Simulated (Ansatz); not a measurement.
Two isomers of CH3F3OSi: A = `OC(F)[SiH](F)F`, B = `FC(F)(F)O[SiH3]`.

Isolated molecules relaxed with PBE0-D4/def2-TZVP in Ansatz; ΔE leaves out vibrations. CCSD(T)/CBS adds triple-zeta CCSD(T) − MP2 to the extrapolated MP2 energy (def2 sets, frozen cores). Functionals use def2-TZVPP. B3LYP here is the variant with VWN-RPA as its local correlation; programs differ in this. Each species was taken in one conformer, which may not be the lowest.

Task: Which isomer does CCSD(T)/CBS put lower? Give the gap. (An estimate is asked.)

Result: Ansatz gave: A, by 54.4 kcal/mol.

Task: Give E(B) − E(A) in kcal/mol with B3LYP-D4, ωB97M-V, MP2/def2-TZVPP, PBE0-D4, B3LYP, CCSD(T)/def2-TZVPP, HF/def2-TZVPP. (Best estimate.)

Result: The calculation gave: B3LYP-D4 52.1, ωB97M-V 50.1, MP2/def2-TZVPP 53.8, PBE0-D4 48.9, B3LYP 52.0, CCSD(T)/def2-TZVPP 50.9, HF/def2-TZVPP 46.3. None reverses the order clearly.

Largest T1 diagnostic: 0.012.

From PBE to PBE0 (25 % exact exchange), in def2-TZVPP and without D4, E(B) − E(A) moves by −1.1 kcal/mol. In def2-TZVPP, CCSD(T) changes the Hartree–Fock value by +4.6 kcal/mol (the triples alone add −0.1 kcal/mol) and MP2 by +7.5 kcal/mol.
